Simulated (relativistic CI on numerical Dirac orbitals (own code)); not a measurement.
Hyperfine structure of I51+, mass number 129

Method of calculation: Dirac-Coulomb-Breit CI, orbitals from a KLI potential per configuration, QED by a radiative potential, unscaled Slater integrals (own radial code, finite nucleus).

Configuration list: 1s², 1s2s, 1s2p, 1s3s, 1s3p, 1s3d, 1s4s, 1s4p, 1s4d, 1s4f, 1s5s, 1s5p, 1s5d, 1s5f, 1s5g, 1s6s, 1s6p, 1s6d, 2s². Levels of other configurations are missing.

Nuclear spin I = 7/2, μ = 2.6165 μN, Q = -0.483 b (tables of Stone and Pyykkö). The electronic factors are computed for point nuclear moments, without core polarisation or the Bohr-Weisskopf and QED corrections.

```json
{"Level": "1s2s ³S1", "E (eV)": "28968.9", "A (GHz)": "20140", "B (GHz)": "0.0047"}
{"Level": "1s2p ³P°1", "E (eV)": "29044.5", "A (GHz)": "18490", "B (GHz)": "20.1"}
{"Level": "1s2p ³P°2", "E (eV)": "29402.3", "A (GHz)": "9060", "B (GHz)": "-294"}
{"Level": "1s2p ¹P°1", "E (eV)": "29436.9", "A (GHz)": "-8532", "B (GHz)": "-165"}
{"Level": "1s3s ³S1", "E (eV)": "34440.6", "A (GHz)": "18480", "B (GHz)": "0.00612"}
{"Level": "1s3p ³P°1", "E (eV)": "34461.3", "A (GHz)": "17970", "B (GHz)": "5.48"}
{"Level": "1s3p ³P°2", "E (eV)": "34567.6", "A (GHz)": "8946", "B (GHz)": "-90.5"}
{"Level": "1s3d ³D2", "E (eV)": "34575.9", "A (GHz)": "8929", "B (GHz)": "-17.8"}
```

Levels with J = 0, under 50 % of one LS term, or S terms without an open s electron are left out. Small factors come from cancelling terms and can be off by tens of per cent or more.

At this charge energies of transitions that change n are usually good to better than 1 %, and those within a shell (Δn = 0) to a few per cent.

**Question.** Give the hyperfine levels of 1s2s ³S1 relative to its centre of gravity.

**Answer.** With K = F(F + 1) − I(I + 1) − J(J + 1), E = AK/2 + B[¾K(K + 1) − I(I + 1)J(J + 1)]/[2I(2I − 1)J(2J − 1)]: F = 5/2: -90620, F = 7/2: -20140, F = 9/2: 70480 GHz.

LS names give the leading component of a level, which can be under half, so a name can repeat, a term be missing and a line seem to break the LS rules.
